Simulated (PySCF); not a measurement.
Cl₄HSi₂, SMILES Cl[SiH][Si](Cl)(Cl)Cl, multiplicity 2.

Geometry optimised at PBE-D3(BJ)/def2-SVP. The isomer is the one that the SMILES or the coordinates give; other isomers of the formula were not compared. The values are those of a single conformer.

Calculation: PBE-D3(BJ)/def2-SVP in PySCF.

Frequencies are harmonic and unscaled.

```
mode  ν (cm⁻¹)  IR (km/mol)  moving atoms (share of kinetic energy)
----  --------  -----------  --------------------------------------
1           32          0.5                        Cl 78 %, Si 18 %
2           52          0.7                                 Cl 94 %
3          100          0.3                Cl 50 %, Si 40 %, H 10 %
4          128          0.3                        Cl 86 %, Si 14 %
5          166          2.8                        Cl 83 %, Si 15 %
6          176          4.3                        Cl 78 %, Si 22 %
7          207         17.9                        Cl 51 %, Si 49 %
8          348          4.2                        Cl 60 %, Si 39 %
9          494         25.5                H 68 %, Si 20 %, Cl 12 %
10         510        134.6                Si 54 %, Cl 34 %, H 12 %
11         557         14.3                 Si 61 %, Cl 30 %, H 9 %
12         582        124.7                        Si 64 %, Cl 32 %
13         594        129.7                        Si 66 %, Cl 30 %
14         711         56.0                         H 85 %, Si 13 %
15        2120         79.7                                  H 96 %
```
